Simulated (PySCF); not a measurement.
# Structure from 2D NMR

Compound of formula C6H5F2N. Correlations simulated from computed shifts and couplings:

HSQC (one-bond C–H):
```tsv
δH	δC	1J(C,H) (Hz)
8.74	154.4	188
7.96	142.7	170
7.89	127.0	174
7.36	130.4	171
6.62	119.9	195
```

COSY cross peaks (|J| ≥ 2 Hz):
```tsv
δH	δH	abs. J (Hz)	bonds
8.74	7.36	5.5	3
7.96	7.89	8.8	3
7.96	7.36	8.3	3
```

HMBC (two and three bonds, |J| ≥ 2.5 Hz):
```tsv
δH	δC [abs. J in Hz]
8.74	160.8 [11.6], 142.7 [6.8], 130.4 [9.5]
7.96	160.8 [6.9], 154.4 [7.2]
7.89	130.4 [6.9]
7.36	154.4 [4.0], 127.0 [7.1]
6.62	160.8 [2.7], 127.0 [2.9]
```

Carbons without hydrogens: δ 160.8.

Computed data (PySCF): structure optimised with PBE0-D3(BJ)/def2-SVP, σ from GIAO-PBE0/pcSseg-1, couplings computed with B3LYP/pcJ-1 (spin–dipole term only in couplings to heteroatoms). One computed conformer, no solvent, no relativistic terms, averaged over atoms made equivalent by symmetry, fast rotation or ring inversion.

δ = σ(ref) − σ, references computed at the same level: 1H (σref 31.27) and 13C (σref 184.41) vs TMS.

Exchangeable hydrogens are left out of these lists, and C,H couplings along chains are those of one rotamer, so weak HMBC peaks may be missing or extra.

Assemble the structure.

Results:

SMILES FC(F)c1ccccn1.

Atom-mapped SMILES (the numbers label the heavy atoms): `[F:1][CH:2]([F:3])[c:4]1[cH:5][cH:6][cH:7][cH:8][n:9]1`; H(Xn) means a hydrogen on atom n.

δC 160.8 is C4, a substituted aromatic carbon next to a ring nitrogen. δC 154.4 is C8, an aromatic CH next to a ring nitrogen (δH 8.74). δC 142.7 is C6, an aromatic CH (δH 7.96). δC 130.4 is C7, an aromatic CH (δH 7.36). δC 127.0 is C5, an aromatic CH (δH 7.89). δC 119.9 is C2, an sp3 CH bonded to 2 F, on an aromatic ring (δH 6.62). HMBC from δH 8.74 reaches the proton-free carbon C4. HMBC from δH 7.96 reaches the proton-free carbon C4. HMBC from δH 6.62 reaches the proton-free carbon C4. COSY links 8.74–7.36, 7.96–7.89, 7.96–7.36.

The shifts were computed for this structure.

Common functionals overestimate the size of one-bond C–F couplings by tens of Hz; these are unscaled. Unscaled 3J(H,H) at this level run about 10 % above measured values. Shifts are as computed. Against solution values, carbons near 30 ppm lie about +2 ppm off and those near 130 ppm about +5 ppm. Of 1211 compounds with measured shifts, 218 miss one by over three times the rms of a fit or turn the order of signals round; such compounds aren't used in these exercises.
